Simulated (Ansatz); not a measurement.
Species: sum formula TiH3F (charge 0, singlet). SMILES: [F][TiH3]
Geometry: optimised at B3LYP-D3(BJ)/def2-TZVP (Ansatz, a program for electronic structure).

Property: vertical electron affinity (to the doublet state of charge -1; a negative value means that the extra electron is unbound and the number depends on the basis; each state is the SCF solution reached for its spin; the molecule has degenerate orbitals, so one determinant may break the symmetry; for the singlet T1 is 0.028), in eV. Correlated levels leave the core frozen unless marked. UHF or UKS for open shells. Spin-orbit coupling is left out. The frozen core is the preceding noble-gas configuration, with the filled d and f shells of earlier blocks. No relativistic terms. Anions need diffuse functions: def2-D sets add few. CBS(X,Y): correlation extrapolated as X^-3; Hartree-Fock from the larger set. [CCSD(T)-MP2]/basis is that difference in the basis named.

```tsv
level	program	vertical electron affinity (eV)
HF/def2-SVPD	Ansatz	1.97
HF/def2-TZVPPD	Ansatz	1.73
PBE/def2-TZVPD	Ansatz	1.02
B3LYP/def2-TZVPD	Ansatz	1.33
PBE0/def2-TZVPD	Ansatz	1.33
BHLYP/def2-TZVPD	Ansatz	1.63
wB97X-V/def2-TZVPD	Ansatz	1.41
wB97X/def2-TZVPD	Ansatz	1.47
RI-MP2/CBS(def2-TZVPPD,def2-QZVPPD)	Ansatz	1.28
SCS-MP2/def2-SVPD	Ansatz	1.27
SCS-MP2/def2-TZVPPD	Ansatz	1.19
CCSD/def2-SVPD	Ansatz	1.52
RI-MP2/CBS(def2-TZVPPD,def2-QZVPPD)+[CCSD(T)-MP2]/def2-SVPD	Ansatz	1.33
RI-MP2/CBS(def2-TZVPPD,def2-QZVPPD)+[CCSD(T)-MP2]/def2-TZVPPD	Ansatz	1.39
```
